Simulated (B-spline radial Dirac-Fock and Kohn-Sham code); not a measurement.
These are calculated numbers from a radial B-spline solver; the model is Dirac-Fock (average of configuration) total-energy differences with a finite nucleus, the Breit interaction including its frequency dependence, and self-energy and vacuum-polarisation corrections. The model has no electron correlation.

Question: Identify the element and charge state from the binding energies below (tabulated ground configuration; the least bound level is included).

```csv
level,binding energy (eV)
K,42803.9
L1,8836.7
L2,8468.3
L3,8018.1
M1,3345.8
M2,3196.4
M3,3086.9
```

Answer: Ce⁴⁰⁺: Z = 58 with 18 electrons, [Ne] 3s2 3p6. The hydrogen-like estimate √(E/Ry) = 56.1 for the K level lies 1.9 below Z (screening lowers it, relativity raises it); the outermost level, at 3086.9 eV, fixes the charge.
